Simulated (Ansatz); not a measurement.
## Energy profile

The step: SiNH₄F ([NH2][SiH2][F]) + HCl → SiNH₄Cl ([NH2][SiH2][Cl]) + HF; bonds formed: Si1–Cl7, F2–H6; bonds broken: Si1–F2, H6–Cl7 (atoms numbered as in the saddle structure below).

```
9
angstrom
Si 0.2491 -0.2331 0.4071
F 1.8433 0.1983 -0.7361
H 0.8013 -1.6084 0.2967
H 0.6603 0.3153 1.7106
N -1.3591 -0.5331 -0.0048
H 1.4673 1.1282 -0.8634
Cl 0.0401 2.0151 -0.3818
H -1.6628 -1.4645 -0.2333
H -2.0394 0.1820 -0.1950
```

Electronic energies by CCSD(T) at an estimated basis limit (MP2 extrapolated from triple and quadruple zeta, plus CCSD(T) − MP2 in triple zeta), on PBE0-D4/def2-TZVP structures; SiNH5ClF, singlet; no counterpoise correction. Program: Ansatz 0.2.0. Basis: def2-TZVPP and def2-QZVPP. Cores are frozen in the correlated methods. Extrapolation: Hartree–Fock as exp(−7.88 √X), correlation as X^−2.97.

**Question.** Give the profile in eV, counted from the separated reactants. (Judge from chemistry; the value comes from the calculation.)

**Answer.** Computed:
| point | eV |
| --- | --- |
| separated: SiNH4F (linked as [NH2][SiH2][F]; Si1, F2, H3, H4, N5, H8, H9; singlet) + HCl (H6, Cl7; singlet) | 0.000 |
| start structure | -0.164 |
| saddle | 1.415 |
| end structure | 0.273 |
| separated: SiNH4Cl (linked as [NH2][SiH2][Cl]; Si1, H3, H4, N5, Cl7, H8, H9; singlet) + HF (F2, H6; singlet) | 0.439 |

T1 diagnostic: at most 0.012.

For scale, one of the runs: CCSD(T)/def2-TZVPP, 216 basis functions, launched by `ansatz run in.yaml --threads 4 --pin off --events-out ev --progress --plain --max-ram 9574MiB`. Hardware: 4 CPU threads of an Arm Neoverse V1, shared host. Wall time 56 s; peak host memory 3.1 GiB.
